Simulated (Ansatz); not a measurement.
```yaml
crystal:
  periodic: [false, false, false]
  atoms:
    - {symbol: O, position_ang: [-0.856586, -0.859280, -1.460697]}
    - {symbol: C, position_ang: [-0.620616, -0.443499, -0.144716]}
    - {symbol: B, position_ang: [0.830546, -0.680134, 0.477878]}
    - {symbol: C, position_ang: [0.878169, 0.692294, 1.070961]}
    - {symbol: C, position_ang: [-0.002004, 0.911205, 0.057610]}
    - {symbol: H, position_ang: [-1.788531, -0.753069, -1.663106]}
    - {symbol: H, position_ang: [-1.456301, -0.627223, 0.530151]}
    - {symbol: H, position_ang: [1.686407, -1.441051, 0.148117]}
    - {symbol: H, position_ang: [1.514149, 1.384263, 1.600496]}
    - {symbol: H, position_ang: [-0.102233, 1.765396, -0.613792]}
basis:
  gaussian: {orbitals: "6-31++G**"}
magnetization: {spin_polarized: true, initial_magnetization: 1}
hamiltonian: {xc: {name: SPW92}}
output: {forces: true}
```

```sh
$ ansatz run in.yaml --threads 2 --pin off --events-out ev --progress --plain --max-ram 4352MiB
```

Output, abridged:

```
Error: a molecule whose nuclei and cores have a total charge of 36 cannot have a net charge of 0 together with 1 unpaired electrons
```

Task: What is wrong with this run?

Result: The number of unpaired electrons doesn't fit the electron count. The program refused the input.
